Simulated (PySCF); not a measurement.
First hyperpolarisability: SMILES COC1=CC=CC1=C1C=C1, C9H8O

Geometry:
```json
{"atom": "C1", "x (Å)": "-1.677", "y (Å)": "-0.828", "z (Å)": "0.032"}
{"atom": "O2", "x (Å)": "-0.286", "y (Å)": "-0.684", "z (Å)": "0.072"}
{"atom": "C3", "x (Å)": "0.167", "y (Å)": "0.553", "z (Å)": "0.354"}
{"atom": "C4", "x (Å)": "-0.505", "y (Å)": "1.718", "z (Å)": "0.615"}
{"atom": "C5", "x (Å)": "0.493", "y (Å)": "2.750", "z (Å)": "0.852"}
{"atom": "C6", "x (Å)": "1.748", "y (Å)": "2.227", "z (Å)": "0.738"}
{"atom": "C7", "x (Å)": "1.600", "y (Å)": "0.815", "z (Å)": "0.418"}
{"atom": "C8", "x (Å)": "2.552", "y (Å)": "-0.119", "z (Å)": "0.211"}
{"atom": "C9", "x (Å)": "2.933", "y (Å)": "-1.456", "z (Å)": "-0.088"}
{"atom": "C10", "x (Å)": "3.900", "y (Å)": "-0.569", "z (Å)": "0.115"}
{"atom": "H11", "x (Å)": "-1.892", "y (Å)": "-1.877", "z (Å)": "-0.207"}
{"atom": "H12", "x (Å)": "-2.136", "y (Å)": "-0.576", "z (Å)": "1.006"}
{"atom": "H13", "x (Å)": "-2.127", "y (Å)": "-0.179", "z (Å)": "-0.740"}
{"atom": "H14", "x (Å)": "-1.583", "y (Å)": "1.864", "z (Å)": "0.644"}
{"atom": "H15", "x (Å)": "0.254", "y (Å)": "3.788", "z (Å)": "1.086"}
{"atom": "H16", "x (Å)": "2.697", "y (Å)": "2.747", "z (Å)": "0.859"}
{"atom": "H17", "x (Å)": "2.635", "y (Å)": "-2.475", "z (Å)": "-0.319"}
{"atom": "H18", "x (Å)": "4.964", "y (Å)": "-0.349", "z (Å)": "0.169"}
```

Computed, not measured: quadratic response CAM-B3LYP/aug-cc-pVDZ first hyperpolarisability, Taylor convention, gas phase in PySCF 2.14.0. Geometry: PBE0-D3(BJ)/def2-SVP.

Q: Give β for the processes computed.

A: In au, Taylor convention; the vector part is βᵢ = ⅓ Σⱼ (βᵢⱼⱼ + βⱼᵢⱼ + βⱼⱼᵢ); β∥ is 3/5 of the vector part along the dipole, the dipole points from − to +:
```tsv
process	λ (nm)	β vector norm	β∥	β HRS	depolarisation ratio
static β(0;0,0)	∞	265.5	88.7	115.6	4.30
second harmonic β(−2ω;ω,ω)	1907	291.4	90.2	126.6	4.18
Pockels β(−ω;ω,0)	1907	273.5	89.3	–	–
second harmonic β(−2ω;ω,ω)	1064	383.1	85.8	165.3	3.88
Pockels β(−ω;ω,0)	1064	293.4	90.2	–	–
```

Q: Which lowest excitations, dipole and polarisabilities go with it?

A: S1 3.69 eV (f = 0.047); S2 3.87 eV (f = 0.001); S3 4.33 eV (f = 0.009); dipole 3.93 D; isotropic α 117.8 au static, 118.5 au at 1907 nm, 120.1 au at 1064 nm, 120.7 au at 953.5 nm, 128.7 au at 532 nm.
